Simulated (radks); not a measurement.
Results of a calculation; reference values are marked as such.
Task: All-electron atom: Ho V in [Xe] 4f9. Code: a radial shooting solver on a logarithmic mesh with Libxc functionals. Model: Dirac Kohn-Sham, PBE, spin-unpolarised, spherical densities, finite nucleus; open shells fill j = l - 1/2 first; Fermi nuclear charge, rms radius 5.2022 fm.

Spin-orbit splittings of the eigenvalues, e(l+1/2) - e(l-1/2), with zeta = 2 splitting/(2l+1) and mean radii in bohr:

| shell | occ. | splitting (eV) | zeta (eV) | <r> j=l-1/2 | <r> j=l+1/2 |
|---|---|---|---|---|---|
| 2p | 6 | 856.8 | 571.2 | 0.07291 | 0.08007 |
| 3p | 6 | 178.9 | 119.3 | 0.2192 | 0.2327 |
| 3d | 10 | 39.08 | 15.63 | 0.2054 | 0.2096 |
| 4p | 6 | 40.42 | 26.94 | 0.5270 | 0.5575 |
| 4d | 10 | 7.389 | 2.955 | 0.5858 | 0.5965 |
| 4f | 9 | ? | ? | 0.7402 | 0.7496 |
| 5p | 6 | 6.033 | 4.022 | 1.347 | 1.429 |
| 5d | 0 | 0.6650 | 0.2660 | 1.874 | 1.905 |

Estimate the 4f splitting.

Result: 1.116 eV (zeta = 0.3189 eV).
